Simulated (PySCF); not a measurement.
## Polarisability and C₆ of Br²⁺ (bromine, charge +2)

[Ar] 3d10 4s2 4p3, high-spin 4S determinant. Computed with PySCF 2.14 in def2-TZVPPD, with the non-relativistic Hamiltonian (point nucleus). Coupled (time-dependent) response in atomic units; α is the mean over directions.

```
 method  mean α (bohr³)  C₆ (like pair)  S(−4)
    UHF           8.637           41.20  18.41
    PBE           8.439           40.14  16.38
   PBE0           8.436           40.11  16.48
  B97-3           8.394           39.84  16.25
wB97M-V           8.493           40.19  17.07
```

S(−4) is the Cauchy moment in α(ω) = α(0) + S(−4) ω² + …

α(iu) at B97-3:

```json
{"u (hartree)": "0", "α(iu) (bohr³)": "8.394"}
{"u (hartree)": "0.0500", "α(iu) (bohr³)": "8.353"}
{"u (hartree)": "0.100", "α(iu) (bohr³)": "8.235"}
{"u (hartree)": "0.200", "α(iu) (bohr³)": "7.797"}
{"u (hartree)": "0.300", "α(iu) (bohr³)": "7.171"}
{"u (hartree)": "0.500", "α(iu) (bohr³)": "5.741"}
{"u (hartree)": "0.750", "α(iu) (bohr³)": "4.177"}
{"u (hartree)": "1.00", "α(iu) (bohr³)": "3.056"}
{"u (hartree)": "1.50", "α(iu) (bohr³)": "1.772"}
{"u (hartree)": "2.00", "α(iu) (bohr³)": "1.143"}
{"u (hartree)": "3.00", "α(iu) (bohr³)": "0.5935"}
{"u (hartree)": "5.00", "α(iu) (bohr³)": "0.2514"}
```

A single London oscillator, α(iu) = α/(1 + u²/ω²), gives C₆ = (3/4) ω α². Matching the computed C₆ needs ω = 4 × 39.84 / (3 × 8.394²) = 0.754 hartree.

For an ion, C₆ is the dispersion term alone; charge-induced terms of lower order in 1/R come first.
